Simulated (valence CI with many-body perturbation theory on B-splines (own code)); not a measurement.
# Ir46+: electric-dipole lines

Method: relativistic CI+MBPT: three valence electrons over a frozen Dirac-Fock core [Ar] 3d10, radial functions for each j: 11 s, 11 p, 10 d, 8 f, 5 g, 2 h, with the one-electron correlation potential Σ1, the two-electron term Σ2, the three-electron term Σ3, Breit, model QED; selected CI, second order for the rest, scaled by the run's own slope (own B-spline code, finite nucleus).

The last digits are not significant, and no measured levels were compared; by estimate large intervals hold to a few tenths of a per cent, small ones and those within an open d or f shell to about a per cent.

Lines 201 to 250 of 558 in falling wavelength, among levels below 921.27 eV, chosen from the strongest by gf and those to the six lowest levels. Wavelengths and rates use the calculated energies. Electric multipoles are in the length gauge, E1 and E2 with the static RPA response of the core. Weak lines are less certain than strong ones. Lines between different terms over intervals too small for the method are left out, as are lines whose strength nearly cancels. Where a level lies close to another of its J and parity, the split of strength between their lines is uncertain. The highest levels of a list are the least certain.

Levels are named by their leading jj configuration (3d3/2^4 stands for four electrons in 3d with j = 3/2), which in mixed levels can hold well under half, so a name can repeat and another be missing. Letters in brackets count levels of one name in rising energy.

| λ vac (Å) | Upper | Lower | A (s⁻¹) | S (a.u.) |
| --- | --- | --- | --- | --- |
| 61.30 | (4s 4d5/2 4f7/2) J=5/2 | (4s 4p3/2 4f7/2) J=7/2 [a] | 1.45e+11 | 9.88e-02 |
| 61.22 | (4p1/2 4p3/2 4f5/2) J=7/2 [b] | (4p1/2 4p3/2 4d3/2) J=5/2 [b] | 4.82e+11 | 4.37e-01 |
| 61.20 | (4p1/2 4p3/2 4f7/2) J=5/2 [c] | (4p1/2 4p3/2 4d5/2) J=5/2 [a] | 7.68e+10 | 5.21e-02 |
| 61.15 | (4s 4d5/2 4f5/2) J=9/2 [a] | (4s 4d3/2 4d5/2) J=9/2 | 1.45e+11 | 1.64e-01 |
| 60.85 | (4s 4d3/2 4d5/2) J=5/2 [b] | (4s 4p3/2 4d3/2) J=3/2 [a] | 1.67e+11 | 1.11e-01 |
| 60.84 | (4s 4d3/2 4f7/2) J=7/2 [a] | (4s 4d3/2^2) J=5/2 | 5.75e+10 | 5.11e-02 |
| 60.70 | (4p3/2 4d3/2^2) J=7/2 | (4s 4p3/2 4f5/2) J=5/2 [a] | 7.79e+10 | 6.88e-02 |
| 60.63 | (4s 4d5/2 4f5/2) J=1/2 [a] | (4s 4d3/2 4d5/2) J=3/2 [b] | 2.71e+11 | 5.97e-02 |
| 60.43 | (4s 4p3/2 4f5/2) J=5/2 [b] | (4s 4p3/2 4d3/2) J=3/2 [b] | 8.82e+10 | 5.77e-02 |
| 60.26 | (4s 4d3/2 4f5/2) J=1/2 | (4s 4d3/2^2) J=1/2 | 3.78e+11 | 8.17e-02 |
| 60.26 | (4p1/2 4p3/2 4f7/2) J=9/2 [a] | (4p1/2 4p3/2 4d3/2) J=7/2 | 1.02e+11 | 1.10e-01 |
| 60.17 | (4s 4p3/2 4f5/2) J=7/2 [a] | (4s 4p3/2 4d3/2) J=5/2 [a] | 2.77e+11 | 2.39e-01 |
| 60.14 | (4s 4d3/2 4f5/2) J=5/2 [b] | (4s 4d3/2^2) J=5/2 | 1.76e+11 | 1.13e-01 |
| 60.07 | (4s 4d5/2^2) J=1/2 | (4s 4p3/2 4d5/2) J=3/2 [a] | 2.46e+11 | 5.25e-02 |
| 59.93 | (4s 4d5/2 4f5/2) J=9/2 [b] | (4s 4p3/2 4f5/2) J=7/2 [a] | 1.11e+11 | 1.18e-01 |
| 59.91 | (4s 4d5/2 4f5/2) J=5/2 [a] | (4s 4d3/2 4d5/2) J=5/2 [a] | 2.44e+11 | 1.55e-01 |
| 59.65 | (4s 4p3/2 4d5/2) J=7/2 [b] | (4s 4p3/2^2) J=5/2 | 8.22e+11 | 6.89e-01 |
| 59.64 | (4s 4d5/2 4f5/2) J=3/2 [a] | (4s 4d3/2 4d5/2) J=3/2 [a] | 3.26e+11 | 1.37e-01 |
| 59.60 | (4p3/2^2 4d5/2) J=7/2 | (4s 4p3/2 4d5/2) J=5/2 [b] | 6.33e+11 | 5.29e-01 |
| 59.59 | (4s 4d5/2^2) J=9/2 [a] | (4s 4p3/2 4d3/2) J=7/2 | 6.46e+11 | 6.74e-01 |
| 59.58 | (4s 4p3/2 4f7/2) J=7/2 [c] | (4s 4p3/2 4d5/2) J=7/2 [a] | 6.55e+10 | 5.47e-02 |
| 59.58 | (4s 4p1/2 4f5/2) J=7/2 | (4s 4p1/2 4d3/2) J=5/2 | 9.35e+10 | 7.81e-02 |
| 59.56 | (4p1/2 4p3/2 4f5/2) J=9/2 | (4p1/2 4p3/2 4d3/2) J=7/2 | 4.99e+11 | 5.20e-01 |
| 59.43 | (4s 4p3/2 4f5/2) J=5/2 [a] | (4s 4p3/2 4d3/2) J=5/2 [a] | 1.79e+11 | 1.11e-01 |
| 59.37 | (4s 4p3/2 4f5/2) J=5/2 [a] | (4s 4p3/2 4d3/2) J=3/2 [a] | 2.68e+11 | 1.66e-01 |
| 59.36 | (4s 4d5/2 4f5/2) J=7/2 [a] | (4s 4d3/2 4d5/2) J=7/2 [a] | 2.22e+11 | 1.83e-01 |
| 59.16 | (4s 4p1/2 4d5/2) J=5/2 [b] | (4s 4p1/2 4p3/2) J=3/2 [a] | 1.58e+10 | 9.67e-03 |
| 59.06 | (4s 4p3/2 4f5/2) J=3/2 [a] | (4s 4p3/2 4d3/2) J=1/2 [a] | 1.33e+11 | 5.41e-02 |
| 59.05 | (4p1/2 4d3/2 4d5/2) J=9/2 | (4s 4p1/2 4f5/2) J=7/2 | 1.06e+11 | 1.07e-01 |
| 59.04 | (4s 4p3/2 4f5/2) J=3/2 [a] | (4s 4p3/2 4d3/2) J=3/2 [a] | 2.10e+11 | 8.55e-02 |
| 59.01 | (4p1/2 4p3/2 4f7/2) J=9/2 [b] | (4p1/2 4p3/2 4d3/2) J=7/2 | 5.61e+10 | 5.68e-02 |
| 58.96 | (4p1/2^2 4f5/2) J=5/2 | (4p1/2^2 4d3/2) J=3/2 | 3.06e+11 | 1.86e-01 |
| 58.89 | (4s 4p3/2 4f5/2) J=1/2 [b] | (4s 4p3/2 4d3/2) J=1/2 [a] | 3.69e+11 | 7.44e-02 |
| 58.86 | (4s 4p1/2 4d5/2) J=3/2 | (4s 4p1/2 4p3/2) J=3/2 [a] | 1.13e+11 | 4.56e-02 |
| 58.86 | (4s 4d3/2 4f7/2) J=7/2 [b] | (4s 4d3/2^2) J=5/2 | 1.13e+11 | 9.10e-02 |
| 58.85 | (4p1/2 4p3/2 4f5/2) J=7/2 [a] | (4p1/2 4p3/2 4d3/2) J=5/2 [a] | 3.88e+11 | 3.12e-01 |
| 58.74 | (4p1/2 4p3/2 4f5/2) J=5/2 [a] | (4p1/2 4p3/2 4d3/2) J=3/2 [a] | 4.52e+11 | 2.72e-01 |
| 58.67 | (4s 4d3/2 4f5/2) J=5/2 [b] | (4s 4d3/2^2) J=3/2 | 4.54e+11 | 2.71e-01 |
| 58.59 | (4s 4p1/2 4f5/2) J=5/2 [a] | (4s 4p1/2 4d3/2) J=3/2 [a] | 2.23e+11 | 1.33e-01 |
| 58.54 | (4s 4p1/2 4p3/2) J=3/2 [a] | (4s^2 4p1/2) J=1/2 | 4.30e+09 | 1.70e-03 |
| 58.31 | (4s 4p3/2 4f7/2) J=9/2 [a] | (4s^2 4f7/2) J=7/2 | 6.45e+10 | 6.31e-02 |
| 58.02 | (4p1/2 4p3/2 4f5/2) J=7/2 [b] | (4p1/2 4p3/2 4d3/2) J=7/2 | 1.23e+11 | 9.51e-02 |
| 57.99 | (4p3/2 4d3/2^2) J=5/2 | (4s 4d3/2 4d5/2) J=5/2 [a] | 9.82e+10 | 5.67e-02 |
| 57.98 | (4s 4d5/2^2) J=3/2 | (4s 4p3/2 4d3/2) J=1/2 [b] | 1.40e+11 | 5.37e-02 |
| 57.94 | (4p1/2 4p3/2 4f5/2) J=3/2 [a] | (4p1/2 4p3/2 4d3/2) J=1/2 [a] | 2.71e+11 | 1.04e-01 |
| 57.93 | (4p3/2^2 4d3/2) J=5/2 | (4s 4p3/2 4d5/2) J=3/2 [a] | 1.59e+11 | 9.17e-02 |
| 57.88 | (4s 4p3/2 4d5/2) J=3/2 [b] | (4s 4p3/2^2) J=5/2 | 1.46e+11 | 5.60e-02 |
| 57.80 | (4s 4p3/2 4f7/2) J=7/2 [c] | (4s 4p3/2 4d3/2) J=5/2 [b] | 3.68e+11 | 2.81e-01 |
| 57.62 | (4s 4p3/2 4f7/2) J=7/2 [c] | (4s 4p3/2 4d5/2) J=5/2 [a] | 1.12e+11 | 8.49e-02 |
| 57.37 | (4p1/2 4p3/2 4f5/2) J=7/2 [a] | (4s 4p1/2 4f7/2) J=5/2 | 7.15e+10 | 5.33e-02 |
